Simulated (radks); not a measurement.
The numbers below are computed, except where a source is named.
The selenium anion Se2-, [Kr], held by a Watson sphere: a shell of charge +2 at radius R that stands for the Madelung well of a crystal (potential energy -2/R inside, -2/r outside, in hartree with lengths in bohr). Level of theory: scalar-relativistic Kohn-Sham, PBEsol, spin-polarised, spherical densities, point nucleus (a radial shooting solver on a logarithmic mesh with Libxc functionals). Response by self-consistent Sternheimer equations with the Hartree and adiabatic LDA kernel, the relativistic mass of each level held fixed and spin-orbit coupling left out. The sphere does not respond.

R (bohr)  e(3d) (eV)  e(4s) (eV)  e(4p) (eV)  <r> 4p (bohr)  sum of <r^2> (bohr^2)  X-ray form factor at sin(theta)/lambda = 0.1 1/angstrom  alpha (bohr^3)
2.6          -50.963     -17.236      -7.195          2.386                  56.56                                                   32.559           36.78
2.69         -50.853     -17.011      -7.030          2.409                  57.45                                                   32.522           38.65
3.94         -49.559     -14.618      -4.917          2.681                  68.98                                                   32.124           76.16
4.25         -49.266     -14.191      -4.482          2.735                  71.63                                                   32.055           89.37
4.51         -49.031     -13.869      -4.146          2.778                  73.82                                                   32.005           102.0
